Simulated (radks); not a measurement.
Values are calculated unless marked as measured or tabulated.
Problem. The mean radii <r> (bohr) of the occupied orbitals of an atom or ion are listed with their occupations. Code: a radial shooting solver on a logarithmic mesh with Libxc functionals. Model: non-relativistic Kohn-Sham, LDA (Slater exchange, Perdew-Wang correlation), spin-polarised, spherical densities, point nucleus.

orbital  occ.      <r>
1s up       1  0.03108
1s down     1  0.03108
2s up       1   0.1344
2s down     1   0.1344
2p up       3   0.1147
2p down     3   0.1147
3s up       1   0.3623
3s down     1   0.3623
3p up       3   0.3534
3p down     3   0.3534
3d up       5   0.3246
3d down     5   0.3246
4s up       1   0.8786
4s down     1   0.8781
4p up       3   0.9349
4p down     3   0.9339
4d up       5    1.161
4d down     5    1.153
5s up       1    2.403

Name the element and its charge. Open shells, if any, are filled with parallel spins first.

Solution. Z = 49, indium, charge +2: In2+ in [Kr] 4d10 5s1. The 1s radius gives Z: for a bare nucleus <r> = 1.5/Z, 0.03061 bohr for Z = 49, and screening makes it slightly larger (0.03108 here). The occupations add up to 47, and the charge is Z minus that.
